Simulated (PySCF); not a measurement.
# Structure revision by computed shifts

A compound C$_{7}$H$_{8}$Cl$_{2}$Si gives the data below (simulated from a calculation) and was assigned the structure `C=C1[SiH2]C=C(C(Cl)Cl)C1=C`.

¹³C{¹H} NMR (computed): δ 172.4 (CH), 159.1 (C), 157.3 (C), 157.0 (C), 103.4 (CH2), 101.5 (CH2), 72.6 (CH).

¹H NMR (400 MHz, computed): δ 8.01 (s, 1H), 5.70 (t, 1H), 5.22 (m, 1H), 5.18 (m, 1H), 5.16 (m, 1H), 5.11 (m, 1H), 4.65 (d, 2H).

PySCF calculation with σ from GIAO-PBE0/pcSseg-1 and geometry from GFN2-xTB; one conformer, no solvent, non-relativistic Hamiltonian, averaged over atoms made equivalent by symmetry, fast rotation or ring inversion.

Referencing at the same level of theory: TMS for ¹H (σ = 31.72 ppm) and ¹³C (σ = 186.93 ppm).

Question: Compare with the shifts computed for the proposed structure, pairing carbons in order of shift.

Answer: Numbering as in the mapped SMILES `[CH2:1]=[C:2]1[SiH2:3][CH:4]=[C:5]([CH:6]([Cl:7])[Cl:8])[C:9]1=[CH2:10]`; H(Xn) means a hydrogen on atom n.

```json
{"atom": "C5", "computed for proposal": "166.5", "given list": "172.4", "difference": "-5.9"}
{"atom": "C9", "computed for proposal": "146.3", "given list": "159.1", "difference": "-12.8"}
{"atom": "C2", "computed for proposal": "146.1", "given list": "157.3", "difference": "-11.2"}
{"atom": "C4", "computed for proposal": "134.4", "given list": "157.0", "difference": "-22.6"}
{"atom": "C1", "computed for proposal": "132.1", "given list": "103.4", "difference": "+28.7"}
{"atom": "C10", "computed for proposal": "120.9", "given list": "101.5", "difference": "+19.4"}
{"atom": "C6", "computed for proposal": "86.1", "given list": "72.6", "difference": "+13.5"}
```

The rms difference is 17.8 ppm and the largest +28.7 ppm at C1 (terminal =CH2 carbon). The carbon types in order of shift don't match either: C, C, C, CH, CH2, CH2, CH for the proposal against CH, C, C, C, CH2, CH2, CH in the data. The proposal doesn't fit.

Question: Which isomer fits?

Answer: SMILES C=C1C=C([SiH2]C(Cl)Cl)C1=C.

Carbon types of the structure: 3 × C, 2 × CH, 2 × CH2, leaving 2 H on heteroatoms. δC 172.4: alkene CH. δC 159.1, 157.3, 157.0: fully substituted alkene carbon; an sp2 carbon of a C=C bond. δC 103.4, 101.5: terminal =CH2 carbon; an sp2 carbon of a C=C bond. δC 72.6: sp3 CH bonded to 2 Cl and Si; 2 electronegative neighbours deshield it.

The shifts were computed for this structure.

Carbons that carry Cl, above all several Cl atoms, come out too deshielded, partly because spin–orbit coupling is missing. Shifts are as computed. Against solution values, carbons near 30 ppm lie about +3 ppm off and those near 130 ppm about +5 ppm; carbons on Cl a further +6 ppm. Of 1309 compounds with measured shifts, 239 miss one by over three times the rms of a fit or turn the order of signals round; such compounds aren't used in these exercises. Multiplicities follow the n + 1 count of equivalent neighbours, as no J values were calculated; m marks all less simple cases, F and P coupling included.
